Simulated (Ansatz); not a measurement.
BSiH3Se (SMILES [SiH2]=B[SeH]), singlet: a trajectory.

Input (in.yaml):

```yaml
crystal:
  periodic: [false, false, false]
  atoms:
    - {symbol: Si, position_ang: [0.172610, -0.318790, -1.274800]}
    - {symbol: B, position_ang: [-0.097950, 0.263050, 0.443640]}
    - {symbol: Se, position_ang: [-0.116670, -0.209570, 2.220100]}
    - {symbol: H, position_ang: [-0.878120, -0.690400, -2.226050]}
    - {symbol: H, position_ang: [1.391910, -0.112350, -2.062450]}
    - {symbol: H, position_ang: [-0.471780, 1.068070, 2.899560]}
basis:
  gaussian: {orbitals: def2-SVP}
hamiltonian: {xc: pbe0, dispersion: d4}
md: {n_steps: 30, timestep: 6, temperature: 300, ensemble: nve, seed: 755, initial_velocities: maxwell_boltzmann}
```

Command:

```bash
ansatz run in.yaml --threads 1 --pin off --events-out ev --progress --plain --max-ram 4352MiB
```

Output of Ansatz 0.2.0:

```
Functional definition: PBE0
  name "PBE0"
  cite "Adamo & Barone, J. Chem. Phys. 110, 6158 (1999) doi:10.1063/1.478522"
  cite "Perdew, Burke & Ernzerhof, Phys. Rev. Lett. 77, 3865 (1996) doi:10.1103/PhysRevLett.77.3865"
  parent pbe
  parameter a = 0.25
  parameter kappa = 0.804
  parameter beta = 0.06672455060314922
  exchange = (1 - a)*pbe_x(kappa = kappa, mu = beta*pi^2/3) + a*exact_x
  correlation = pbe_c(beta = beta)
830 factors; integrals over basis functions are off by at most 3.7e-4 eV
mean field evaluation 1: about -73925.6346 eV, gradient 2.1e1 eV
mean field evaluation 2: about -73923.7871 eV, gradient 3.0e1 eV
mean field evaluation 4: about -73927.1321 eV, gradient 2.5e0 eV
mean field evaluation 8: about -73927.1671 eV, gradient 1.3e-1 eV
mean field evaluation 16: about -73927.1672 eV, gradient 5.0e-6 eV
mean field -73927.16717063 eV, -2716.7732838871 hartree, gradient 5.0e-6 eV, S^2 0.000000; 0 other end points of the search recorded, 0 dependent functions left out
the calculation of the forces begins
reference -73927.16719308 eV, -2716.7732847121 hartree; 28, 28 occupied and 51, 51 virtual orbitals, 830 factors
md step     0: t =     0.00 fs  T =   300.0 K  F+E_penalty+E_count = -73927.28980685 eV  E_kin = 0.155112 eV  conserved = -73927.13469485 eV  (28 SCF iters)
md step     1: t =     6.00 fs  T =   422.4 K  F+E_penalty+E_count = -73927.20434278 eV  E_kin = 0.218394 eV  conserved = -73926.98594880 eV  (30 SCF iters, 11 dispersion substeps)
md step     2: t =    12.00 fs  T =  2300.0 K  F+E_penalty+E_count = -73925.50503290 eV  E_kin = 1.189186 eV  conserved = -73924.31584668 eV  (36 SCF iters, 11 dispersion substeps)
md step     3: t =    18.00 fs  T = 46073.4 K  F+E_penalty+E_count = -73918.31800713 eV  E_kin = 23.821782 eV  conserved = -73894.49622477 eV  (40 SCF iters, 21 dispersion substeps)
md step     4: t =    24.00 fs  T = 189490.1 K  F+E_penalty+E_count = -73913.34768289 eV  E_kin = 97.973975 eV  conserved = -73815.37370815 eV  (103 SCF iters, 45 dispersion substeps)
md step     5: t =    30.00 fs  T = 188468.1 K  F+E_penalty+E_count = -73913.26558773 eV  E_kin = 97.445559 eV  conserved = -73815.82002872 eV  (60 SCF iters, 85 dispersion substeps)
md step     6: t =    36.00 fs  T = 187819.6 K  F+E_penalty+E_count = -73912.76803025 eV  E_kin = 97.110252 eV  conserved = -73815.65777868 eV  (64 SCF iters, 85 dispersion substeps)
md step     7: t =    42.00 fs  T = 187982.3 K  F+E_penalty+E_count = -73912.89843042 eV  E_kin = 97.194361 eV  conserved = -73815.70406932 eV  (56 SCF iters, 85 dispersion substeps)
md step     8: t =    48.00 fs  T = 187121.0 K  F+E_penalty+E_count = -73912.32189293 eV  E_kin = 96.749060 eV  conserved = -73815.57283321 eV  (109 SCF iters, 85 dispersion substeps)
md step     9: t =    54.00 fs  T = 187028.0 K  F+E_penalty+E_count = -73912.30851305 eV  E_kin = 96.700981 eV  conserved = -73815.60753179 eV  (536 SCF iters, 85 dispersion substeps)
md step    10: t =    60.00 fs  T = 187567.2 K  F+E_penalty+E_count = -73912.61044988 eV  E_kin = 96.979745 eV  conserved = -73815.63070474 eV  (62 SCF iters, 85 dispersion substeps)
md step    11: t =    66.00 fs  T = 187940.0 K  F+E_penalty+E_count = -73912.84874500 eV  E_kin = 97.172483 eV  conserved = -73815.67626175 eV  (57 SCF iters, 85 dispersion substeps)
md step    12: t =    72.00 fs  T = 187214.3 K  F+E_penalty+E_count = -73912.43941806 eV  E_kin = 96.797305 eV  conserved = -73815.64211321 eV  (64 SCF iters, 85 dispersion substeps)
md step    13: t =    78.00 fs  T = 186692.9 K  F+E_penalty+E_count = -73912.09686426 eV  E_kin = 96.527711 eV  conserved = -73815.56915303 eV  (54 SCF iters, 85 dispersion substeps)
md step    14: t =    84.00 fs  T = 187326.8 K  F+E_penalty+E_count = -73912.52543950 eV  E_kin = 96.855438 eV  conserved = -73815.67000154 eV  (63 SCF iters, 85 dispersion substeps)
md step    15: t =    90.00 fs  T = 187285.7 K  F+E_penalty+E_count = -73912.47910133 eV  E_kin = 96.834221 eV  conserved = -73815.64488080 eV  (56 SCF iters, 85 dispersion substeps)
md step    16: t =    96.00 fs  T = 186692.4 K  F+E_penalty+E_count = -73912.14461976 eV  E_kin = 96.527460 eV  conserved = -73815.61715987 eV  (61 SCF iters, 85 dispersion substeps)
md step    17: t =   102.00 fs  T = 186339.4 K  F+E_penalty+E_count = -73911.94739694 eV  E_kin = 96.344902 eV  conserved = -73815.60249544 eV  (59 SCF iters, 85 dispersion substeps)
md step    18: t =   108.00 fs  T = 186650.7 K  F+E_penalty+E_count = -73912.11570894 eV  E_kin = 96.505852 eV  conserved = -73815.60985694 eV  (67 SCF iters, 85 dispersion substeps)
md step    19: t =   114.00 fs  T = 187450.4 K  F+E_penalty+E_count = -73912.52677356 eV  E_kin = 96.919330 eV  conserved = -73815.60744322 eV  (100 SCF iters, 85 dispersion substeps)
md step    20: t =   120.00 fs  T = 187742.0 K  F+E_penalty+E_count = -73912.85110244 eV  E_kin = 97.070107 eV  conserved = -73815.78099543 eV  (88 SCF iters, 85 dispersion substeps)
md step    21: t =   126.00 fs  T = 187144.1 K  F+E_penalty+E_count = -73912.33734048 eV  E_kin = 96.761006 eV  conserved = -73815.57633461 eV  (71 SCF iters, 85 dispersion substeps)
md step    22: t =   132.00 fs  T = 187783.8 K  F+E_penalty+E_count = -73912.80596608 eV  E_kin = 97.091751 eV  conserved = -73815.71421464 eV  (66 SCF iters, 85 dispersion substeps)
md step    23: t =   138.00 fs  T = 188079.0 K  F+E_penalty+E_count = -73912.97168577 eV  E_kin = 97.244374 eV  conserved = -73815.72731193 eV  (70 SCF iters, 85 dispersion substeps)
md step    24: t =   144.00 fs  T = 187119.5 K  F+E_penalty+E_count = -73912.40533737 eV  E_kin = 96.748257 eV  conserved = -73815.65708041 eV  (69 SCF iters, 85 dispersion substeps)
md step    25: t =   150.00 fs  T = 186505.7 K  F+E_penalty+E_count = -73912.07340276 eV  E_kin = 96.430917 eV  conserved = -73815.64248609 eV  (70 SCF iters, 85 dispersion substeps)
md step    26: t =   156.00 fs  T = 186803.6 K  F+E_penalty+E_count = -73912.24889939 eV  E_kin = 96.584939 eV  conserved = -73815.66396084 eV  (66 SCF iters, 85 dispersion substeps)
md step    27: t =   162.00 fs  T = 187502.2 K  F+E_penalty+E_count = -73912.62209386 eV  E_kin = 96.946115 eV  conserved = -73815.67597853 eV  (78 SCF iters, 85 dispersion substeps)
md step    28: t =   168.00 fs  T = 188096.6 K  F+E_penalty+E_count = -73912.94231734 eV  E_kin = 97.253474 eV  conserved = -73815.68884355 eV  (89 SCF iters, 85 dispersion substeps)
md step    29: t =   174.00 fs  T = 188077.6 K  F+E_penalty+E_count = -73912.94917703 eV  E_kin = 97.243654 eV  conserved = -73815.70552342 eV  (105 SCF iters, 85 dispersion substeps)
md step    30: t =   180.00 fs  T = 187436.2 K  F+E_penalty+E_count = -73912.58621037 eV  E_kin = 96.912016 eV  conserved = -73815.67419401 eV  (574 SCF iters, 85 dispersion substeps)
Total energy: -73912.58627729 eV, -2716.2374459401 hartree
Atom 0 at     3.771939    -1.014379     2.631880 Å, force    -0.934118    -0.171764     0.196714 eV/Å
Atom 1 at     1.789440    -1.259880     2.859380 Å, force    -3.183603     1.100803    -2.014853 eV/Å
Atom 2 at     0.000238    -0.883662     2.112939 Å, force     4.118744    -0.928475     1.817642 eV/Å
Atom 3 at  -142.095763    18.166501  -148.217098 Å, force     0.000022     0.000005     0.000030 eV/Å
Atom 4 at    33.102965    14.061312   -12.234755 Å, force    -0.001049    -0.000519     0.000517 eV/Å
Atom 5 at   -20.649882    56.561534    32.703136 Å, force     0.000005    -0.000050    -0.000051 eV/Å
Dipole moment:     7.800304    -5.322420     7.656847 e Å

[the SCF lines of later steps are left out]
```

The lines “mean field evaluation” count trial sets of orbitals through the whole run, from several starts and some on an approximate energy, so they need not fall steadily or lie above the final value.

The run took about 120 s on 1 CPU thread (shared host).


The run ended normally. The timestep is far too long for bond vibrations, so the integration is inaccurate or blows up, and the trajectory means little.